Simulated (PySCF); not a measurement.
A GIAO shielding run with PySCF 2.14.0 with density-fitted response routines (density fitting, non-relativistic, gas phase) on `BC(CCl)=C(F)F`, C$_{3}$H$_{4}$BClF$_{2}$:

```
$ OMP_NUM_THREADS=1 python probes_run.py task.json out

{"job": {"kind": "nmr", "xc": "B97-2", "basis": "pcSseg-1", "pop": false}, "charge": 0, "multiplicity": 1}
B     -0.519535     1.119912     1.026327
C     -0.148197    -0.041465     0.097630
C      1.268278    -0.309384    -0.311216
Cl     1.805324     0.860128    -1.568178
C     -1.121469    -0.813113    -0.426838
F     -2.392302    -0.684985    -0.201541
F     -0.918422    -1.815048    -1.237554
H      0.362191     1.803661     1.487675
H     -1.668550     1.342963     1.314702
H      1.413438    -1.311885    -0.732961
H      1.948441    -0.177837     0.539153
```

Hardware: 1 thread of an Arm Neoverse V2, shared host.

Question: How large is the calculation?

Answer: 62 electrons, 146 basis functions and 776 auxiliary functions.

Question: How long does it take, and how much memory does it need?

Answer: 13 s of wall time, with 14 SCF cycles and 5 response iterations; peak memory 0.79 GiB. Times on a shared host scatter by some tens of per cent.

Question: And these other runs on the same molecule and hardware: GIAO shielding at BHandHLYP/pcSseg-1; GIAO shielding at BLYP/pcSseg-1; GIAO shielding at BP86/pcSseg-1; GIAO shielding at KT2/pcSseg-1; GIAO shielding at KT3/pcSseg-1; GIAO shielding at PBE0/6-31G?

Answer: BHandHLYP/pcSseg-1: 146 functions, 11 s; BLYP/pcSseg-1: 146 functions, 15 s; BP86/pcSseg-1: 146 functions, 15 s; KT2/pcSseg-1: 146 functions, 16 s; KT3/pcSseg-1: 146 functions, 16 s; PBE0/6-31G: 75 functions, 5.7 s.
